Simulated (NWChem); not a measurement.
C₂H₃AuClN; SMILES C[N+]#[C-]->[Au][Cl]

Not confirmed as a minimum by frequencies. def2 effective core potentials on Au; no spin-orbit coupling.

Task: Give the equilibrium geometry at PBE0/def2-SVP with def2 effective core potentials on Au (NWChem) as an XYZ file, with the point group.

Result: point group C3v; any orientation.
```
8

Au     0.1475     0.1917    -0.2581
Cl     1.0862     1.4224    -1.9170
C     -1.7241    -2.2390     3.0286
N     -1.1364    -1.4806     2.0002
C     -0.6513    -0.8509     1.1491
H     -1.6571    -1.6921     3.9802
H     -1.2013    -3.2008     3.1295
H     -2.7819    -2.4278     2.7953
```
